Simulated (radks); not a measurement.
The mean radii <r> (bohr) of the occupied orbitals of an atom or ion are listed with their occupations. All-electron calculation, non-relativistic Kohn-Sham, PBE, spin-polarised, spherical densities, point nucleus. Program: a radial shooting solver on a logarithmic mesh with Libxc functionals.

orbital  occ.      <r>
1s up       1  0.02488
1s down     1  0.02488
2s up       1   0.1061
2s down     1   0.1061
2p up       3  0.09003
2p down     3  0.09004
3s up       1   0.2724
3s down     1   0.2722
3p up       3   0.2617
3p down     3   0.2615
3d up       5   0.2322
3d down     5   0.2320
4s up       1   0.5552
4s down     1   0.5557
4p up       3   0.5563

Name the element and its charge. Open shells, if any, are filled with parallel spins first.

Answer. Z = 61, promethium, charge +28: Pm28+ in [Ar] 3d10 4s2 4p3. The 1s radius gives Z: for a bare nucleus <r> = 1.5/Z, 0.02459 bohr for Z = 61, and screening makes it slightly larger (0.02488 here). The occupations add up to 33, and the charge is Z minus that.
